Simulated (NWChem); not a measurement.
System: C2H5ClF2Si; SMILES CC(F)(F)[SiH2]Cl

The following NWChem deck was run.

```
start job
memory heap 200 mb stack 900 mb global 1100 mb
geometry units angstroms noautoz
  C     -1.307608    -1.127984     0.920634
  C     -0.134549    -1.023467    -0.011352
  F     -0.566401    -1.185848    -1.296738
  F      0.739581    -2.052440     0.239835
  Si     0.933609     0.575776     0.071632
  Cl    -0.295812     2.213262    -0.219324
  H     -2.020465    -0.315598     0.723861
  H     -1.805033    -2.095635     0.755638
  H     -0.974790    -1.068233     1.966216
  H      1.954409     0.520984    -1.005467
  H      1.558127     0.677145     1.418297
end
basis spherical
  * library def2-svp
end
dft
  xc m06-2x
  iterations 150
  mulliken
end
task dft energy
```

Excerpt of the output:

```
             Northwest Computational Chemistry Package (NWChem) 7.3.0
             --------------------------------------------------------

 C1  symmetry detected

                             Geometry "geometry" -> ""
                             -------------------------

 Output coordinates in angstroms (scale by  1.889725989 to convert to a.u.)

  No.       Tag          Charge          X              Y              Z
 ---- ---------------- ---------- -------------- -------------- --------------
    1 C                    6.0000    -1.19516425    -1.20368605     1.03400256
    2 C                    6.0000    -0.11749227    -1.04587219    -0.00007046
    3 F                    9.0000    -0.66904478    -1.15884830    -1.24430000
    4 F                    9.0000     0.78466519    -2.07407435     0.12197811
    5 Si                  14.0000     0.94118603     0.56102815     0.04990528
    6 Cl                  17.0000    -0.32317772     2.19460889    -0.05153473
    7 H                    1.0000    -1.92989684    -0.39224434     0.94134132
    8 H                    1.0000    -1.69852126    -2.16934123     0.87542901
    9 H                    1.0000    -0.76432724    -1.18427278     2.04473611
   10 H                    1.0000     1.85466407     0.56401478    -1.12087480
   11 H                    1.0000     1.69085348     0.61275164     1.33408923

 Effective nuclear repulsion energy (a.u.)     384.5450963244

                                 NWChem DFT Module
                                 -----------------

 Summary of "ao basis" -> "ao basis" (spherical)
 ------------------------------------------------------------------------------
       Tag                 Description            Shells   Functions and Types
 ---------------- ------------------------------  ------  ---------------------
 C                          def2-svp                 6       14   3s2p1d
 F                          def2-svp                 6       14   3s2p1d
 Si                         def2-svp                 8       18   4s3p1d
 Cl                         def2-svp                 8       18   4s3p1d
 H                          def2-svp                 3        5   2s1p

            General Information
            -------------------
          SCF calculation type: DFT
          Wavefunction type:  closed shell.
          No. of atoms     :    11
          No. of electrons :    66
           Alpha electrons :    33
            Beta electrons :    33
          Charge           :     0
          Spin multiplicity:     1
          Use of symmetry is: off; symmetry adaption is: off
          Maximum number of iterations: 150
          AO basis - number of functions:   117
                     number of shells:    55
          Convergence on energy requested:  1.00D-06
          Convergence on density requested:  1.00D-05
          Convergence on gradient requested:  5.00D-04

              XC Information
              --------------
                       M06-2X Method XC Functional
                     Hartree-Fock (Exact) Exchange  0.540
                        M06-2X Exchange Functional  1.000
                      M06-2X Correlation Potential  1.000

             Grid Information
             ----------------
          Grid used for XC integration:  medium
          Radial quadrature: Mura-Knowles
          Angular quadrature: Lebedev.
          Tag              B.-S. Rad. Rad. Pts. Rad. Cut. Ang. Pts.
          ---              ---------- --------- --------- ---------
          C                   0.70       49          11.0       434
          F                   0.50       49          11.0       434
          Si                  1.10       88          11.0       590
          Cl                  1.00       88          12.0       590
          H                   0.35       45          12.0       434
          Grid pruning is: on
          Number of quadrature shells:   597
          Spatial weights used:  Erf1

      Superposition of Atomic Density Guess
      -------------------------------------

 Sum of atomic energies:       -1024.39310237

      Non-variational initial energy
      ------------------------------

 Total energy =   -1026.583130
 1-e energy   =   -2183.463522
 2-e energy   =     772.335295
 HOMO         =      -0.300783
 LUMO         =       0.068575

     ---------------------------------------------
      Total Density - Mulliken Population Analysis
     ---------------------------------------------

    Atom       Charge   Shell Charges
 -----------   ------   -------------------------------------------------------
    1 C    6     6.27   1.99  0.97  0.17  2.10  1.02  0.02
    2 C    6     5.38   1.99  0.90  0.31  1.44  0.64  0.10
    3 F    9     9.43   1.99  1.14  0.78  3.46  2.06  0.00
    4 F    9     9.43   1.99  1.14  0.78  3.45  2.07  0.00
    5 Si  14    13.22   2.00  1.99  1.01  0.20  5.94  1.04  0.88  0.17
    6 Cl  17    17.42   2.00  1.99  1.22  0.72  5.94  2.16  3.37  0.01
    7 H    1     0.89   0.66  0.20  0.03
    8 H    1     0.90   0.66  0.21  0.03
    9 H    1     0.89   0.66  0.20  0.03
   10 H    1     1.08   0.70  0.37  0.01
   11 H    1     1.09   0.70  0.37  0.01

   convergence    iter        energy       DeltaE   RMS-Dens  Diis-err
 ---------------- ----- ----------------- --------- --------- ---------
 d= 0,ls=0.0,diis     1  -1027.9434064481 -1.41D+03  1.09D-02  9.44D-01
 d= 0,ls=0.0,diis     2  -1027.9565729225 -1.32D-02  5.10D-03  1.10D+00
 d= 0,ls=0.0,diis     3  -1028.0584061813 -1.02D-01  7.36D-04  9.72D-03
 d= 0,ls=0.0,diis     4  -1028.0592476055 -8.41D-04  3.15D-04  1.65D-03
 d= 0,ls=0.0,diis     5  -1028.0594216966 -1.74D-04  7.12D-05  5.52D-05
  Resetting Diis
 d= 0,ls=0.0,diis     6  -1028.0594295719 -7.88D-06  1.96D-05  2.73D-06
 d= 0,ls=0.0,diis     7  -1028.0594299901 -4.18D-07  4.41D-06  1.51D-07

         Total DFT energy =    -1028.059429990103
      One electron energy =    -2186.135576474432
           Coulomb energy =      856.260095005864
    Exchange-Corr. energy =      -82.729044845948
 Nuclear repulsion energy =      384.545096324414

 Numeric. integr. density =       65.999986914306

                       DFT Final Molecular Orbital Analysis
                       ------------------------------------

 Vector   31  Occ=2.000000D+00  E=-4.134637D-01
              MO Center= -2.6D-01,  1.3D+00, -2.0D-02, r^2= 3.4D+00
   Bfn.  Coefficient  Atom+Function         Bfn.  Coefficient  Atom+Function
  ----- ------------  ---------------      ----- ------------  ---------------
    85      0.471037   6 Cl px               82      0.357578   6 Cl px
    86      0.250664   6 Cl py               79      0.205709   6 Cl px
    83      0.179640   6 Cl py               65      0.125311   5 Si py
     3      0.124654   1 C  s                18     -0.119780   2 C  px
    59     -0.115958   5 Si s                68      0.111293   5 Si py

 Vector   32  Occ=2.000000D+00  E=-3.837055D-01
              MO Center=  2.9D-01,  1.7D+00, -1.8D-03, r^2= 2.9D+00
   Bfn.  Coefficient  Atom+Function         Bfn.  Coefficient  Atom+Function
  ----- ------------  ---------------      ----- ------------  ---------------
    87      0.556837   6 Cl pz               84      0.403330   6 Cl pz
    81      0.232029   6 Cl pz              113     -0.203427  11 H  s
   108      0.202367  10 H  s               109      0.166872  10 H  s
   114     -0.167452  11 H  s                66     -0.152629   5 Si pz
     3      0.095528   1 C  s                63      0.077121   5 Si pz

 Vector   33  Occ=2.000000D+00  E=-3.607851D-01
              MO Center=  6.5D-02, -9.7D-02, -4.2D-03, r^2= 3.9D+00
   Bfn.  Coefficient  Atom+Function         Bfn.  Coefficient  Atom+Function
  ----- ------------  ---------------      ----- ------------  ---------------
    17      0.284717   2 C  s                19      0.276000   2 C  py
    86      0.249099   6 Cl py               18      0.232658   2 C  px
    85      0.226497   6 Cl px               47      0.193850   4 F  py
    65     -0.177808   5 Si py               83      0.177640   6 Cl py
    33      0.167642   3 F  py               64     -0.160770   5 Si px

 Vector   34  Occ=0.000000D+00  E= 4.056951D-02
              MO Center=  9.8D-01,  5.4D-01,  7.6D-02, r^2= 3.6D+00
   Bfn.  Coefficient  Atom+Function         Bfn.  Coefficient  Atom+Function
  ----- ------------  ---------------      ----- ------------  ---------------
    68      1.096092   5 Si py               78     -0.568141   6 Cl s
    67     -0.429951   5 Si px               86      0.394552   6 Cl py
    85     -0.392430   6 Cl px               17      0.363907   2 C  s
    65      0.247301   5 Si py               22      0.214943   2 C  py
    59      0.188352   5 Si s                77     -0.175076   6 Cl s

 Vector   35  Occ=0.000000D+00  E= 6.622189D-02
              MO Center=  7.6D-01,  5.3D-01,  3.4D-01, r^2= 4.5D+00
   Bfn.  Coefficient  Atom+Function         Bfn.  Coefficient  Atom+Function
  ----- ------------  ---------------      ----- ------------  ---------------
    67      1.354774   5 Si px               17      1.101654   2 C  s
    68      0.664070   5 Si py              109     -0.625289  10 H  s
   104     -0.552006   9 H  s                22      0.513459   2 C  py
   114     -0.511393  11 H  s                 3      0.439543   1 C  s
    60     -0.380425   5 Si s                 9      0.308174   1 C  pz

 Vector   36  Occ=0.000000D+00  E= 8.284356D-02
              MO Center=  4.6D-01,  1.2D-01, -2.9D-02, r^2= 4.9D+00
   Bfn.  Coefficient  Atom+Function         Bfn.  Coefficient  Atom+Function
  ----- ------------  ---------------      ----- ------------  ---------------
    69      1.285414   5 Si pz              109      0.990038  10 H  s
   114     -0.913442  11 H  s                99      0.614616   8 H  s
     3     -0.593581   1 C  s                87     -0.259735   6 Cl pz
     8      0.224807   1 C  py               31      0.217811   3 F  s
    66      0.218460   5 Si pz               59     -0.186939   5 Si s

     ---------------------------------------------
      Total Density - Mulliken Population Analysis
     ---------------------------------------------

    Atom       Charge   Shell Charges
 -----------   ------   -------------------------------------------------------
    1 C    6     6.06   1.99  0.88  0.16  2.13  0.87  0.02
    2 C    6     5.86   1.99  0.94  0.26  1.91  0.65  0.11
    3 F    9     9.25   1.99  1.12  0.80  3.34  1.98  0.01
    4 F    9     9.26   1.99  1.12  0.80  3.34  1.99  0.01
    5 Si  14    13.42   2.00  1.98  1.06  0.12  5.93  1.27  0.80  0.25
    6 Cl  17    17.27   2.00  1.99  1.23  0.73  5.94  2.14  3.23  0.02
    7 H    1     0.93   0.73  0.18  0.02
    8 H    1     0.93   0.73  0.17  0.02
    9 H    1     0.94   0.74  0.18  0.02
   10 H    1     1.04   0.73  0.30  0.01
   11 H    1     1.06   0.73  0.31  0.01

     -------------------------------------------
      Total Density - Lowdin Population Analysis
     -------------------------------------------

    Atom       Charge   Shell Charges
 -----------   ------   -------------------------------------------------------
    1 C    6     6.09   1.96  0.57  0.31  1.92  1.26  0.07
    2 C    6     5.98   1.96  0.63  0.33  1.76  1.03  0.25
    3 F    9     9.12   1.98  1.02  0.74  3.22  2.15  0.01
    4 F    9     9.12   1.98  1.02  0.75  3.22  2.15  0.01
    5 Si  14    13.58   2.00  1.93  0.68  0.35  5.82  1.29  1.12  0.39
    6 Cl  17    17.07   2.00  1.96  1.03  0.81  5.83  2.26  3.18  0.02
    7 H    1     0.96   0.63  0.26  0.07
    8 H    1     0.95   0.63  0.26  0.07
    9 H    1     0.96   0.63  0.26  0.07
   10 H    1     1.08   0.64  0.41  0.03
   11 H    1     1.09   0.64  0.42  0.02

     Multipole analysis of the density
     ---------------------------------

     L   x y z        total         alpha         beta         nuclear
     -   - - -        -----         -----         ----         -------
     0   0 0 0     -0.000000    -33.000000    -33.000000     66.000000

     1   1 0 0      0.053754      0.026877      0.026877     -0.000000
     1   0 1 0      0.059288      0.029644      0.029644      0.000000
     1   0 0 1      0.602471      0.301236      0.301236     -0.000000

     2   2 0 0    -35.127710    -99.506985    -99.506985    163.886259
     2   1 1 0      2.055792     -6.942538     -6.942538     15.940869
     2   1 0 1     -1.262509      4.385705      4.385705    -10.033918
     2   0 2 0    -39.954387   -304.409659   -304.409659    568.864932
     2   0 1 1     -1.355126      4.325257      4.325257    -10.005640
     2   0 0 2    -36.667211    -70.887234    -70.887234    105.107258
```

Level: M06-2X/def2-SVP. Coordinates come from a PBE0/def2-SVP optimisation.
